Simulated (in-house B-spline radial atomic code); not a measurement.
Ionising F7+ with different functionals

Computed with an all-electron radial atomic-structure program (B-spline basis): scalar-relativistic (spin-free X2C) Hamiltonian, Fermi nucleus of rms radius 2.8976 fm, spin-polarised at highest spin, spherical fractional occupations for the functionals, and exact exchange of hybrids averaged over the configuration. The ionisation energy is the difference of two self-consistent energies, 1s2 → 1s1, without Breit or QED terms; ε is the level of the shell that loses the electron (its least bound occupied spin orbital).

```json
{"method": "PBE0", "rung": "global hybrid", "ΔSCF (eV)": "953.08", "-ε(1s) (eV)": "914.10"}
{"method": "B3LYP", "rung": "global hybrid", "ΔSCF (eV)": "953.79", "-ε(1s) (eV)": "911.93"}
{"method": "TPSSh", "rung": "global hybrid", "ΔSCF (eV)": "?", "-ε(1s) (eV)": "?"}
{"method": "BHandHLYP", "rung": "global hybrid", "ΔSCF (eV)": "954.04", "-ε(1s) (eV)": "928.44"}
{"method": "r2SCAN0", "rung": "global hybrid", "ΔSCF (eV)": "954.15", "-ε(1s) (eV)": "918.61"}
{"method": "B97-1", "rung": "global hybrid", "ΔSCF (eV)": "954.27", "-ε(1s) (eV)": "912.44"}
{"method": "HSE06", "rung": "range-separated hybrid", "ΔSCF (eV)": "953.16", "-ε(1s) (eV)": "913.72"}
{"method": "wB97X", "rung": "range-separated hybrid", "ΔSCF (eV)": "956.22", "-ε(1s) (eV)": "913.96"}
{"method": "CAM-B3LYP", "rung": "range-separated hybrid", "ΔSCF (eV)": "953.68", "-ε(1s) (eV)": "913.79"}
{"method": "LC-wPBE", "rung": "range-separated hybrid", "ΔSCF (eV)": "?", "-ε(1s) (eV)": "?"}
```

(1) What does TPSSh give?

(2) What does LC-wPBE give?

(3) Among the functionals, which spreads more, the ΔSCF values or the orbital energies?

(4) How do they compare with the NIST value?

Answers

(1) ΔSCF 954.29 eV, and -ε(1s) = 909.65 eV.

(2) ΔSCF 952.91 eV, and -ε(1s) = 906.57 eV.

(3) The orbital energies: ΔSCF values span about 3.30 eV and the orbital energies 21.88 eV; here energy differences depend much less on the functional than eigenvalues do.

(4) NIST lists 953.898 eV (tabulated theory, ground level to ground level). Errors run from -0.98 to +2.32 eV; B3LYP is closest (-0.11 eV), but part of that can be cancellation, since the calculations leave out Breit-QED terms.
